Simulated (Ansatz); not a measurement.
Stepwise reaction of `N[SiH](N)N` with water, as a gas-phase model of exchange steps in deposition or etching. ΔE in kJ/mol; ΔG adds harmonic PBE0-D4 terms to CCSD(T)/CBS, at 1 bar.

Program: Ansatz. Geometries: PBE0-D4/def2-TZVP. ΔE: electronic, gas phase. CCSD(T)/CBS adds triple-zeta CCSD(T) − MP2 to the extrapolated MP2 energy (def2 sets, frozen cores). This one scheme is used for every species. Functionals use def2-TZVPP. B3LYP here is the variant with VWN-RPA as its local correlation; programs differ in this. One conformer a species, not always the lowest.

```tsv
step	reaction	PBE-D4	B3LYP-D4	ωB97M-V	CCSD(T)/CBS	ΔG(400 K)
1	`N[SiH](N)N` + H₂O → `N[SiH](N)O` + NH₃	-46.7	-50.0	-49.7	-47.3	-44.5
2	`N[SiH](N)O` + H₂O → `N[SiH](O)O` + NH₃	-42.6	-45.8	-45.4	-43.4	-41.4
```

Question: Give the row of step 3, `N[SiH](O)O` + H₂O → `O[SiH](O)O` + NH₃. (An estimate is asked.)

Answer: The calculation gave: 
```tsv
step	reaction	PBE-D4	B3LYP-D4	ωB97M-V	CCSD(T)/CBS	ΔG(400 K)
3	`N[SiH](O)O` + H₂O → `O[SiH](O)O` + NH₃	-46.0	-50.1	-49.7	-47.3	-47.0
```

Question: By hand: ΔE of the 3 steps together at CCSD(T)/CBS.

Answer: (-47.3) + (-43.4) + (-47.3) = -138.0 kJ/mol, or -46.0 kJ/mol a step.

In ΔE the steps differ by no more than 3.9 kJ/mol. All are downhill at CCSD(T)/CBS. ΔG lies between -47.0 and -41.4 kJ/mol a step. PBE-D4 differs from CCSD(T)/CBS by 0.6 to 1.3 kJ/mol a step. Isolated molecules leave out the surface, adducts and barriers. Largest T1 diagnostic: 0.011.
